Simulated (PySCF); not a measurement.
Orbital gap (eV) of eight silicon and germanium compounds: PBE beside B3LYP, computed with PySCF for isolated molecules in the bases named; differences from unrounded values. The eight are the first of their class met in an unordered collection, after screening for sound electronic states; none was chosen by its value. Each molecule has one DFT geometry for both levels.

| molecule | basis | B3LYP | PBE | difference |
|---|---|---|---|---|
| CH₅FO₂Si₂, SMILES O=CO[Si@@H](F)[SiH3] | def2-TZVP | 7.14 | 5.08 | -2.06 |
| Ge(H)3(NMe2) (C₂H₉GeN), SMILES C[N](C)[GeH3] | def2-TZVP | 6.29 | 4.62 | -1.67 |
| CH5ClFNSi, SMILES N[Si@@H](Cl)CF | def2-TZVP | 8.00 | 6.27 | -1.74 |
| CH₈O₂Si₂, SMILES [SiH3]O[SiH2]CO | def2-TZVP | 6.85 | 4.92 | -1.93 |
| C₂H₆ClFSi, SMILES CC[Si@H](Cl)F | def2-TZVP | 8.83 | 7.03 | -1.80 |
| CH₅F₂NSi, SMILES C[Si](N)(F)F | def2-TZVP | 8.15 | 6.42 | -1.73 |
| C4H12Si2, SMILES CC[SiH2]/C=C/[SiH3] | def2-TZVP | 6.45 | 4.77 | -1.68 |
| C2H6O3Si, SMILES O[Si]1(O)COC1 | def2-TZVP | 7.15 | 5.35 | -1.80 |

PBE lies below B3LYP in 8 and above it in 0 of the eight; the mean signed difference is -1.80 and the largest -2.06 eV.
